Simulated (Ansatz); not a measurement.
C4H6BF (`C/C=C1\CB1F`), relaxed with RKS PBE-D4/def2-SVP in the Gaussian-basis code of Ansatz from a rough embedded geometry. The force threshold is 0.03 eV/Å; the program also tests the step.

The species carries charge 0 and has multiplicity 1.

Start:

```xyz
12

C     1.838   -0.672   -0.283
C     0.905    0.260    0.519
C    -0.425    0.310    0.263
C    -1.547   -0.039   -0.517
B    -1.919    0.956    0.506
F    -2.832    1.843    1.216
H     1.782   -0.415   -1.326
H     1.461   -1.682   -0.088
H     2.867   -0.583    0.162
H     1.347    0.896    1.303
H    -1.913   -1.137   -0.216
H    -1.566    0.262   -1.540
```

(1) By how much does the energy fall, and how many steps does the optimiser take? (Estimate.)

(2) Which bonds change most? (An estimate is asked.)

(3) Give the relaxed structure. (Estimate.)

## Answers

(1) The calculation gave: 1.45 eV, in 20 steps, 3 of them rejected.

(2) Computed: C3–B5 from 1.645 to 1.490 Å; C3–C4 from 1.410 to 1.551 Å; B5–F6 from 1.457 to 1.326 Å; C4–H11 from 1.196 to 1.111 Å.

(3) The calculation gave: 
```xyz
12

C     1.746   -0.597   -0.284
C     0.906    0.408    0.435
C    -0.438    0.501    0.361
C    -1.593   -0.233   -0.369
B    -1.836    0.971    0.573
F    -2.707    1.798    1.134
H     2.495   -0.097   -0.937
H     1.132   -1.278   -0.905
H     2.338   -1.207    0.434
H     1.441    1.133    1.079
H    -1.827   -1.270   -0.049
H    -1.655   -0.127   -1.472
```
